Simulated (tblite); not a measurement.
Compound: C9H10N2.
Numbering: `[N:1]#[C:2][CH2:3][C@@:4]12[CH2:5][CH2:6][C@@H:7]1[C@@H:8]([C:9]#[N:10])[CH2:11]2` (hydrogens: H12, H13 on C3; H14, H15 on C5; H16, H17 on C6; H18 on C7; H19 on C8; H20, H21 on C11)

Computed with GFN2-xTB (tblite), gas phase: L-BFGS steps from a force-field or distance-geometry start until the largest atomic force falls under 0.01 eV/Å.

Geometry at step 14:
```
atom  x, y, z in Å
N1     -2.7312   -0.8345    1.8557
C2     -2.2445   -0.9479    0.8294
C3     -1.5742   -1.0680   -0.4418
C4     -0.4090   -0.0876   -0.4634
C5     -0.7562    1.4155   -0.3718
C6     -0.0601    1.4943    1.0001
C7      0.4732    0.0769    0.7913
C8      1.7291   -0.0550   -0.1052
C9      2.5806   -1.1369    0.2973
N10     3.2117   -2.0256    0.6446
C11     0.8291   -0.3834   -1.3246
H12    -2.2875   -0.8763   -1.2472
H13    -1.2102   -2.0936   -0.5401
H14    -1.8193    1.6443   -0.3554
H15    -0.2775    2.0194   -1.1422
H16     0.6878    2.2732    1.1418
H17    -0.7695    1.5289    1.8273
H18     0.4341   -0.6136    1.6291
H19     2.3092    0.8648   -0.1961
H20     0.9050   -1.4284   -1.6282
H21     0.9706    0.2505   -2.2012
```

Question: Give the atomic forces at this geometry.

Answer: 
```tsv
atom	Fx (eV/Å)	Fy (eV/Å)	Fz (eV/Å)
N1	-0.115	0.020	0.120
C2	0.018	-0.047	-0.140
C3	0.024	0.027	-0.056
C4	-0.004	0.040	0.040
C5	-0.016	0.061	0.030
C6	0.085	-0.038	0.027
C7	0.025	-0.069	0.049
C8	0.036	-0.030	-0.013
C9	0.027	0.041	0.024
N10	0.016	-0.001	-0.044
C11	-0.061	0.017	0.004
H12	0.005	0.057	-0.044
H13	0.031	-0.054	0.009
H14	-0.021	-0.025	0.004
H15	-0.039	-0.032	-0.007
H16	-0.028	0.018	-0.075
H17	0.045	0.021	-0.068
H18	-0.014	-0.005	0.064
H19	0.016	-0.004	-0.021
H20	0.002	0.031	0.018
H21	-0.030	-0.028	0.077
```

The largest, 0.17 eV/Å, acts on N1; the rms over all components is 0.046 eV/Å. The forces sum to zero within rounding, as they must for an isolated molecule in no field.

Question: Give the force on N1 in Eh/bohr and in nN.

Answer: 0.167 eV/Å ÷ 51.422 = 0.00326 Eh/bohr, and 0.167 eV/Å × 1.602 = 0.27 nN.

Question: How far is this geometry from the end of the optimisation?

Answer: 0.054 eV above it, and 0.240 Å rms away after alignment. The bonds farthest from their final lengths, with half the difference of the two atoms' forces along the bond (positive lengthens):

```json
{"bond": "C6–C7", "now (Å)": "1.529", "final (Å)": "1.533", "force along bond (eV/Å)": "0.00"}
{"bond": "C4–C5", "now (Å)": "1.545", "final (Å)": "1.541", "force along bond (eV/Å)": "+0.01"}
{"bond": "C4–C7", "now (Å)": "1.543", "final (Å)": "1.545", "force along bond (eV/Å)": "+0.01"}
{"bond": "C6–H17", "now (Å)": "1.090", "final (Å)": "1.088", "force along bond (eV/Å)": "-0.02"}
{"bond": "C11–H21", "now (Å)": "1.091", "final (Å)": "1.088", "force along bond (eV/Å)": "-0.04"}
{"bond": "C3–H12", "now (Å)": "1.093", "final (Å)": "1.095", "force along bond (eV/Å)": "0.00"}
```

The angle farthest from its final value is C3–C4–C7, 119.6° against 123.0°.

What follows is the cost of the whole relaxation. Hardware: one thread of an Intel Xeon at 2.50 GHz, no GPU, shared host. Cost: 2.8 s wall, 2.4 s CPU.
